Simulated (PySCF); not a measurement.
## Relaxation of triplet Mg₂Te

These are results of UPBE0/[Te def2-TZVP with ECP28, Mg def2-TZVP], scalar-relativistic core potentials, density fitting, no spin–orbit coupling, PySCF, not measurements. A (50,194) grid was used.

A hand-made linear start, of D∞h symmetry, held to at least that symmetry:

```xyz
3
charge 0 multiplicity 3, angstrom
Te    0.0000    0.0000    0.0000
Mg    0.0000    0.0000    2.7500
Mg    0.0000    0.0000   -2.7500
```

(1) What does it relax to?

(2) How much energy is released, and in how many steps?

Results:

(1) It ends at D∞h with Te–Mg 2.586 Å (×2); Mg–Te–Mg 180.0° (after a last refinement on a finer grid). A frequency run shows 2 imaginary modes (one degenerate set), down to 76i cm⁻¹, so it is a higher-order saddle point.

(2) 15.7 kJ/mol in 4 steps.

No spin–orbit coupling is included, which matters more the heavier the element.
